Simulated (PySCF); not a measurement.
# `S=CC=C=C=CC1=CC=CS1`, C9H6S2

Geometry:
| atom | x (Å) | y (Å) | z (Å) |
| --- | --- | --- | --- |
| S1 | 4.711 | 2.140 | -0.468 |
| C2 | 3.270 | 1.395 | -0.282 |
| C3 | 3.033 | 0.261 | 0.564 |
| C4 | 1.823 | -0.311 | 0.679 |
| C5 | 0.686 | -0.843 | 0.783 |
| C6 | -0.526 | -1.401 | 0.888 |
| C7 | -1.696 | -0.949 | 0.188 |
| C8 | -1.831 | 0.104 | -0.705 |
| C9 | -3.148 | 0.242 | -1.193 |
| C10 | -4.007 | -0.700 | -0.673 |
| S11 | -3.215 | -1.757 | 0.411 |
| H12 | 2.384 | 1.758 | -0.828 |
| H13 | 3.883 | -0.138 | 1.130 |
| H14 | -0.639 | -2.265 | 1.554 |
| H15 | -0.991 | 0.742 | -0.984 |
| H16 | -3.461 | 1.008 | -1.904 |
| H17 | -5.070 | -0.821 | -0.878 |

Computed, not measured: quadratic response CAM-B3LYP/aug-cc-pVDZ first hyperpolarisability, Taylor convention, gas phase in PySCF. Geometry: PBE0-D3(BJ)/def2-SVP.

Give the tensor of the static β(0;0,0) in the axes of these coordinates.

In au, Taylor convention; rows are the first index (the induced dipole):
```
        xx      yy      zz       xy      xz      yz
x  -3910.5  -507.7  -172.8  -1048.2  -270.9  +106.8
y  -1048.2  -355.3   -73.4   -507.7  +106.8  +121.8
z   -270.9  +121.8   +24.8   +106.8  -172.8   -73.4
```
Norm of βᵢ = ⅓ Σⱼ (βᵢⱼⱼ + βⱼᵢⱼ + βⱼⱼᵢ): 4824.2 au, hyper-Rayleigh value 1916.0 au.
